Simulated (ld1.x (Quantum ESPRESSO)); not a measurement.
**aluminium, RRKJ: configuration errors across variants**

| Property | Result |
| --- | --- |
| Element | aluminium (Al) |
| Generator | ld1.x (Quantum ESPRESSO) 7.5 |
| Type | norm-conserving RRKJ (Kleinman–Bylander form) |
| Functional | PBE |
| Relativity | fully relativistic |
| Frozen core | [Ne] |
| Valence charge | 3 |
| Reference configuration | 3s1 3p0 (charge +2) |
| Partial waves | 3p (bound, empty): rc 1.85 bohr; 3d channel at 0.4 Ry: rc 2.00 bohr; 3s (bound): rc 2.10 bohr |
| Local potential | the s channel |
| Core correction | Bessel-smoothed model core inside 1.85 bohr |
| rho0 | 0.01 |

Open shells are filled in proportion to 2j + 1 (rel_dist='average').

All-electron excitation energies from the reference (eV): (1) 3s2 3p1 -24.987; (2) 3s2 3p0 -19.225; (3) 3s2 3p0.5 -22.901; (4) 3s2 3p1.3 -25.561; (5) 3s1 3p1 -13.415; (6) 3s1 3p2 -19.847; (7) 3s0 3p3 -14.536.

4 further variants failed, have other tests or another functional or relativity, and are left out.

A true bound ghost makes a file unfit for plane-wave use even where its test errors are small: the radial tests pick states by their node count and pass the ghost by.

Errors AE − PS in meV (a dash: test not solved or not reliable):

| change | (1) | (2) | (3) | (4) | (5) | (6) | (7) | bound ghosts |
| --- | --- | --- | --- | --- | --- | --- | --- | --- |
| base | +75 | +46 | +63 | +79 | +22 | +48 | +24 | none |
| wave 3d channel at 0.4 Ry: rc 2.00 bohr becomes 3d channel at 7.28 Ry: rc 2.00 bohr | +75 | +46 | +63 | +79 | +22 | +48 | +24 | d3/2, d5/2 |
| wave 3d channel at 0.4 Ry: rc 2.00 bohr becomes 3d channel at 0.4 Ry: rc 2.50 bohr | +75 | +46 | +63 | +79 | +22 | +48 | +24 | none |
| wave 3p (bound): rc 1.85 bohr becomes 3p (bound): rc 1.66 bohr | +75 | +46 | +63 | +79 | +22 | +48 | +27 | none |
| local potential all-electron potential smoothed inside 2.00 bohr (lloc = -2) | +74 | +49 | +64 | +77 | +21 | +42 | +19 | none |
| wave 3s (bound): rc 2.10 bohr becomes 3s (bound): rc 2.36 bohr | +80 | +42 | +64 | +86 | +26 | +57 | +29 | none |
| all radii but the core radius scaled by about 1.16 (s 2.44, p 2.16, d 2.32 bohr) | +84 | +41 | +66 | +91 | +29 | +62 | +30 | none |
| all radii but the core radius scaled by about 0.77 (s 1.62, p 1.44, d 1.54 bohr) | +75 | +47 | +63 | +80 | +22 | +50 | +34 | none |

Question: Give the same row for: core correction Bessel-smoothed model core inside 0.72 bohr.

Answer: +25, +5.6, +16, +29, +8.9, +24, +18; bound ghosts: none.
